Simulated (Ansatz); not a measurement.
`C[SiH2]C(F)(F)Cl` → `FC(F)Cl` + `C[SiH]` at 600 K and 1 bar (silylene formation by 1,1-elimination).

Gas-phase electronic energies from Ansatz, PBE0-D4/def2-TZVP geometries. CBS: MP2 limit from def2 TZ/QZ plus the TZ coupled-cluster correction, frozen cores. This one scheme is used for every species. Each species was taken in one conformer, which may not be the lowest.

```csv
species,CCSD(T)/CBS energy (Eh),H − E (kJ/mol),S (J/(mol·K))
`C[SiH2]C(F)(F)Cl`,-1027.55359,243.7,477.0
`FC(F)Cl`,-698.00348,94.8,327.8
`C[SiH]`,-329.46712,143.5,309.3
```

H − E and S are ideal-gas, rigid-rotor, harmonic terms from PBE0-D4/def2-TZVP, for one conformer and one mirror image of each species. 1 Eh = 2625.50 kJ/mol, R = 8.31446 J/(mol·K).

By hand: ΔE, ΔH, ΔS and ΔG.

ΔE = (-698.00348) + (-329.46712) − (-1027.55359) = 0.08299 Eh = 217.9 kJ/mol. Δ(H − E) = 94.8 + 143.5 − 243.7 = -5.4, so ΔH = 212.5 kJ/mol. ΔS = 327.8 + 309.3 − 477.0 = 160.1 J/(mol·K). ΔG = 212.5 − 600 × (160.1)/1000 = 116.4 kJ/mol.

By hand: the equilibrium constant, and the temperature at which ΔG would vanish if ΔH and ΔS stayed fixed.

log₁₀ K = −ΔG/(RT ln 10) = -10.1. ΔG = 0 at ΔH/ΔS = 1327 K.

The number of gas molecules changes by +1, which sets the sign of ΔS. A doubt of 5 kJ/mol in ΔE shifts log₁₀ K by 0.4 here. Other conformers and mirror images would add mixing entropy, several J/(mol·K) or more a flexible species. These are equilibria of isolated gas molecules and say nothing of rates. Largest T1 diagnostic: 0.012 (customary marks: 0.02 for closed shells, 0.045 for open ones).
